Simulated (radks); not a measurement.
Values are calculated unless marked as measured or tabulated.
Neutral arsenic inside a hard spherical wall (all orbitals vanish at R), configuration held at [Ar] 3d10 4s2 4p3 and not refilled when levels cross. Level of theory: non-relativistic Kohn-Sham, PBE, spin-unpolarised, spherical densities, point nucleus (a radial shooting solver on a logarithmic mesh with Libxc functionals). Eigenvalues in eV, with the zero of energy where the potential of the charges vanishes at infinity; a dash marks a level that is unbound or too diffuse for the functional's potential to be trusted. A positive occupied level is held by the wall or, in an anion where self-interaction has pushed it up, behind a barrier. The pressure on the wall is -dE/dV.

R (bohr)  E (hartree)  kinetic (hartree)    e(3p)    e(3d)    e(4s)   e(4p)  e(5s, empty)  e(5p, empty)  pressure (GPa)
free      -2235.46956           2234.067  -132.27  -41.726  -14.054  -5.231             -             -               0
20        -2235.46956           2234.067  -132.27  -41.726  -14.054  -5.231             -             -        < 0.0001
15        -2235.46956           2234.067  -132.27  -41.725  -14.054  -5.231        -0.384         0.634        < 0.0001
10        -2235.46938           2234.069  -132.25  -41.706  -14.037  -5.216         0.191         1.951         0.00515
7         -2235.46247           2234.120  -131.87  -41.328  -13.743  -4.911         2.764         6.156           0.417
6         -2235.44500           2234.224  -131.26  -40.718  -13.288  -4.399         5.566        10.109            2.01
3.5       -2234.74474           2237.112  -122.21  -31.833   -5.691   5.127        42.299        53.139             207
2.5       -2231.81729           2246.633  -106.38  -16.346   14.959  30.087        123.51        139.42            2440
2         -2225.90680           2264.476  -87.249    2.955   50.627  70.466        239.87        257.90           11700
1.5       -2204.56987           2325.685  -41.696   51.813   165.36  191.47        545.53        558.51           85100
